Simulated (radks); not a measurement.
Removal energies from the silver ion Ag9+, [Kr] 4d2, by Delta-SCF beside the eigenvalue of the level emptied. Method: scalar-relativistic Kohn-Sham, PBE, spin-polarised, spherical densities, finite nucleus; Fermi nuclear charge, rms radius of each element as measured or else 0.836 A^(1/3) + 0.57 fm; computed with a radial shooting solver on a logarithmic mesh with Libxc functionals. Open shells are filled with parallel spins first.

| removed from | final configuration | Delta-SCF (eV) | -eigenvalue (eV) |
|---|---|---|---|
| 4d | [Kr] 4d1 | 167.49 | 156.99 |
| 4p | [Ar] 3d10 4s2 4p5 4d2 | 225.10 | 213.87 |
| 4s | [Ar] 3d10 4s1 4p6 4d2 | 265.03 | 253.24 |
| 3d | [Ar] 3d9 4s2 4p6 4d2 | 556.64 | 531.20 |
